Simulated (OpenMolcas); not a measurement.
## Co3+: the spin-orbit constant, worked from levels

* Program: OpenMolcas 26.06
* Basis: ANO-RCC-VTZP [6s5p3d2f1g]
* Scalar Hamiltonian: DKH2, point nucleus
* Active space: 6 electrons in 10 orbitals (3d 4d)
* State averaging: 2S+1 = 5 even, 5 roots; 2S+1 = 3 even, 45 roots; 2S+1 = 1 even, 44 roots
* Spin-orbit coupling: RASSI with atomic mean-field integrals over the reference wave functions, term energies averaged over their components

Methods: CASSCF; MS-CASPT2, IPEA 0.25 Eh, imaginary shift 0.1 Eh (closed shells correlated: 3s 3p). Measured levels: Sugar and Corliss, J. Phys. Chem. Ref. Data 10, 1097 (1981).

**The spin-orbit constant.** For the Hund term ⁵D of d6, E(J) = (A/2) J(J+1) + constant and ζ = -2S·A = -4A. From J = 0 to J = 4 the energy changes by 10 A.

```json
{"Source": "CASSCF", "E(4) - E(0)": "-1432.5", "A": "-143.2", "ζ": "573"}
{"Source": "MS-CASPT2", "E(4) - E(0)": "-1426.4", "A": "-142.6", "ζ": "571"}
{"Source": "measured", "E(4) - E(0)": "-1493.6", "A": "-149.4", "ζ": "597"}
```

All in cm-1. MS-CASPT2 is off by -4.5 % and CASSCF by -4.1 %. Both methods take the spin-orbit matrix elements from the reference wave functions, so the second can move ζ only through the term energies and any multistate remixing. Second-order mixing with other terms is absorbed into this ζ.

Active for correlation alone: 4d; no level in the range computed is led by a configuration that fills it, so any true level of that kind is missing. Without dynamic correlation excited terms often stand tens of per cent too high (terms of higher spin than the ground term too low), and those without a measured partner can miss by more than the paired ones (holds for CASSCF). Measured partners are found by configuration, term and J. A level has none where our copy of the source lacks it or the pairing is in doubt (some pairs that miss far off the trend of their configuration count as doubtful), and it then counts in no deviation. Levels of configurations outside the active space are missing.
